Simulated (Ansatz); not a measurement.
The molecule NaRu, multiplicity 4 (lowest of 2S+1 = 2, 4, 6 at CCSD(T)/def2-TZVPP on PBE0 minima; our sources give no spin for the ground state, which may be another). No spin–orbit coupling. The T1 diagnostic near the minimum is 0.052, so single-reference values are doubtful.

Seven points along R, fitted to fifth degree in 1/R; most abundant isotopes. In def2 and cc sets the state is the lowest found near the PBE0 minimum, followed along R.

Correlated levels freeze the inner cores; with def2 sets outer-core shells near the valence are correlated too.

Codes used: Ansatz (an electronic-structure program) with Gaussian orbitals. Each number belongs to the level named beside it. In def2 rows elements past Kr take small-core potentials, without spin–orbit coupling.

What bond length and harmonic frequency does B3LYP/def2-TZVPP give?

r_e = 2.773 Å, ω_e = 194 cm⁻¹.

What bond length and harmonic frequency does PBE0/def2-TZVPP give?

r_e = 2.791 Å, ω_e = 189 cm⁻¹.

What bond length and harmonic frequency does B2PLYP/def2-TZVPP give?

r_e = 2.751 Å, ω_e = 200 cm⁻¹.

Doubts at one or more of the structures used: a spin-contaminated determinant (B2PLYP/def2-TZVPP).
